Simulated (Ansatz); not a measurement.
Ga₉P₉H₂₄, a nanocrystal cut from wurtzite GaP (hydrogen-capped). Total charge 0; singlet. Geometry r2SCAN-D4/def2-SVP; atoms count from 1.

```tsv
atom	x (Å)	y (Å)	z (Å)
Ga1	2.626	0.750	-3.924
P2	1.331	2.727	-3.278
P3	1.875	-0.662	-2.138
Ga4	2.621	0.083	-0.015
Ga5	-0.112	2.755	-1.370
P6	1.268	2.029	0.419
P7	1.922	-1.470	1.632
Ga8	2.727	-0.910	3.820
Ga9	-0.065	1.951	2.382
P10	1.421	1.149	4.076
Ga11	-0.432	-1.179	-2.302
P12	-1.527	0.874	-1.675
P13	-1.008	-2.682	-0.562
Ga14	-0.383	-2.021	1.626
Ga15	-2.982	0.745	0.197
P16	-1.482	0.102	1.922
Ga17	-3.293	-3.399	-0.685
P18	-4.294	-1.213	-0.208
H19	4.124	1.144	-3.711
H20	2.015	0.277	-5.283
H21	2.180	3.858	-3.144
H22	0.549	3.190	-4.370
H23	2.532	-1.909	-2.327
H24	4.139	0.446	0.043
H25	-0.843	4.116	-1.145
H26	2.174	3.104	0.638
H27	2.577	-2.683	1.277
H28	4.219	-0.450	3.748
H29	2.152	-1.903	4.881
H30	-0.794	3.280	2.752
H31	2.270	2.240	4.403
H32	0.665	1.114	5.278
H33	-0.892	-1.633	-3.724
H34	-2.370	1.226	-2.765
H35	-0.224	-3.841	-0.820
H36	-0.810	-3.021	2.748
H37	-3.824	2.028	0.483
H38	-2.297	-0.028	3.081
H39	-3.681	-3.721	-2.164
H40	-3.646	-4.297	0.544
H41	-5.225	-0.859	-1.220
H42	-5.203	-1.309	0.879
```

Single mean-field runs in def2-TZVP are fitted with def2-universal-jkfit.

(1) Estimate the Mulliken populations of the heavy atoms from the PBE0/def2-TZVP orbitals of Ansatz.

(2) And the Mayer bond orders between heavy atoms (over 0.3)?

Answers

(1) 
```
atom  charge (e)
 Ga1        0.18
  P2       -0.24
  P3       -0.36
 Ga4        0.28
 Ga5        0.25
  P6       -0.34
  P7       -0.36
 Ga8        0.18
 Ga9        0.25
 P10       -0.24
Ga11        0.28
 P12       -0.34
 P13       -0.36
Ga14        0.28
Ga15        0.25
 P16       -0.34
Ga17        0.18
 P18       -0.24
```
Mulliken values depend strongly on the basis.

(2) Ga1–P2 0.63 (2.45 Å); Ga1–P3 0.74 (2.40 Å); P2–Ga5 0.77 (2.39 Å); P3–Ga4 0.79 (2.37 Å); P3–Ga11 0.79 (2.37 Å); Ga4–P6 0.72 (2.41 Å); Ga4–P7 0.79 (2.37 Å); Ga5–P6 0.78 (2.37 Å); Ga5–P12 0.78 (2.37 Å); P6–Ga9 0.78 (2.37 Å); P7–Ga8 0.74 (2.40 Å); P7–Ga14 0.79 (2.37 Å); Ga8–P10 0.63 (2.45 Å); Ga9–P10 0.77 (2.39 Å); Ga9–P16 0.78 (2.37 Å); Ga11–P12 0.72 (2.41 Å); Ga11–P13 0.79 (2.37 Å); P12–Ga15 0.78 (2.37 Å); P13–Ga14 0.79 (2.37 Å); P13–Ga17 0.74 (2.40 Å); Ga14–P16 0.72 (2.41 Å); Ga15–P16 0.78 (2.37 Å); Ga15–P18 0.77 (2.39 Å); Ga17–P18 0.63 (2.45 Å).
